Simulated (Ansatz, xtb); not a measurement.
# A geometry optimisation of H3NZn with r2SCAN-D4/def2-SVP

The starting geometry of this gas-phase singlet has its atoms placed at random.

```xyz
5

N     0.0172   -0.3700    0.8149
Zn   -1.3646   -0.6000   -1.2640
H    -1.0963    0.9714   -1.1579
H    -1.0132   -1.6887   -0.6440
H    -1.5614    0.2573   -0.1808
```

Task: One run relaxed it with r2SCAN-D4/def2-SVP. What is a likely outcome?

Result: It ends as `[NH2][ZnH]`. Contacts that open: Zn2–H4 (1.30 → 2.48 Å), Zn2–H5 (1.40 → 2.48 Å). Contacts that close: N1–Zn2 (2.51 → 1.81 Å), N1–H4 (2.22 → 1.02 Å), N1–H5 (1.97 → 1.02 Å).

The energy falls by 11.30 eV over 17 steps:

```tsv
step	E − E(last) (eV)
1	11.302
3	7.703
5	5.417
6	3.671
8	1.537
10	0.344
12	0.014
13	0.004
15	0.000
17	0.000
```

Final geometry (Å):

```tsv
atom	x (Å)	y (Å)	z (Å)
N	-0.7025	-0.7773	0.1074
Zn	-1.1420	0.3198	-1.2604
H	-1.4018	1.2441	-2.4328
H	-0.9748	-1.7579	0.0845
H	-0.7973	-0.4587	1.0696
```

From the same start GFN2-xTB reaches the same bonding as this run.

From so rough a start the end depends on the optimiser's path, so another program may land elsewhere. No frequencies were run, so the end isn't proven a minimum. Run with Ansatz 0.2.0, 51 s on 1 thread of Arm Neoverse N1 (shared host).
